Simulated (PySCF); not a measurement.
A structure optimised at PBE-D3(BJ)/def2-SVP, used in a PySCF frequency run:

```
C
H 1 1.1125
H 1 1.1208 2 105.65
N 1 1.4515 2 107.41 3 -119.65
H 4 1.0246 1 113.29 2 -169.76
C 4 1.3897 5 114.67 1 143.45
H 6 1.1001 4 116.45 5 34.90
H 6 1.1017 7 118.28 4 -145.66
C 1 1.5248 2 110.00 3 118.71
H 9 1.1079 1 110.94 2 -59.80
H 9 1.1085 10 108.55 1 -122.22
H 9 1.1109 10 107.22 11 -116.21
```
Charge 0, spin multiplicity 2.

Write its SMILES and formula.

[CH2]NCC, C3H8N

What are its rotational constants (standard atomic weights)?

28.212, 4.0598, 3.7779 GHz
